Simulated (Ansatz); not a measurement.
# Worked example: C5H10 + GeH(CH3)F2 → C4H8 + Ge(CH3)2F2

Species: C5H10 (trans-2-pentene) `C/C=C/CC`, singlet; GeH(CH3)F2, singlet; C4H8 `C/C=C/C`, singlet; Ge(CH3)2F2, singlet. The partners trade CH3 for H: C–CH3 and Ge–H bonds give way to C–H and Ge–CH3.

Shapes, held fixed at every level: PBE0-D4/def2-TZVP. Flexible molecules stand in one conformer, not always the lowest. Programs: Ansatz 0.2.0. The zero-point and thermal change to 298 K, harmonic and unscaled (PBE0-D4/def2-TZVP), is +1.8 kJ/mol.

At CCSD(T)/def2-TZVPP; 1 Eh = 2625.50 kJ/mol:

| species | energy (Eh) |
| --- | --- |
| C5H10 | -196.167508 |
| GeH(CH3)F2 | -2315.620469 |
| C4H8 | -156.927860 |
| Ge(CH3)2F2 | -2354.879664 |

Work out ΔH(298 K) of the reaction at this level.


1. Products less reactants: (-156.927860) + (-2354.879664) − [(-196.167508) + (-2315.620469)] = -0.019547 Eh = -51.3 kJ/mol.
2. With the thermal change: -51.3 + (+1.8) = -49.5 kJ/mol.

Other levels give -50.8 (MP2/def2-TZVPP) to -36.5 kJ/mol (CCSD(T)/def2-SVP). No measured value is set beside it here. Relativity is left out for Ge unless named. Correlated rows may include outer-core shells of Ge, which these sets cover unevenly.
